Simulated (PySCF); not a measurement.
Molecule: sum formula GeH3Br, net charge 0, singlet state. SMILES: [Br][GeH3]
Structure (B3LYP-D3(BJ)/def2-TZVP (Ansatz) minimum search):
```
Ge
H 1 1.5327
H 1 1.5327 2 111.72
H 1 1.5327 2 111.72 3 -125.97
Br 1 2.3318 2 107.12 4 -117.01
```

Dispersion corrections to the total energy (kcal/mol) from the dftd3 and dftd4 libraries through PySCF: D3(BJ) without and D4 with the three-body term, each with the damping fitted for the functional named.

```json
[
 {"functional": "PBE0", "D3(BJ)": "-1.76", "D4": "-1.55"},
 {"functional": "revPBE", "D3(BJ)": "-4.56", "D4": "-4.82"},
 {"functional": "PW6B95", "D3(BJ)": "___", "D4": "-1.50"},
 {"functional": "B3LYP", "D3(BJ)": "-3.76", "D4": "-3.04"},
 {"functional": "BLYP", "D3(BJ)": "___", "D4": "-3.99"},
 {"functional": "r2SCAN", "D3(BJ)": "-0.51", "D4": "-0.39"},
 {"functional": "PBE", "D3(BJ)": "___", "D4": "-1.84"}
]
```

### Question
Fill in the missing entries.

### Answer

- PW6B95, D3(BJ): -1.31
- BLYP, D3(BJ): -4.49
- PBE, D3(BJ): -1.93
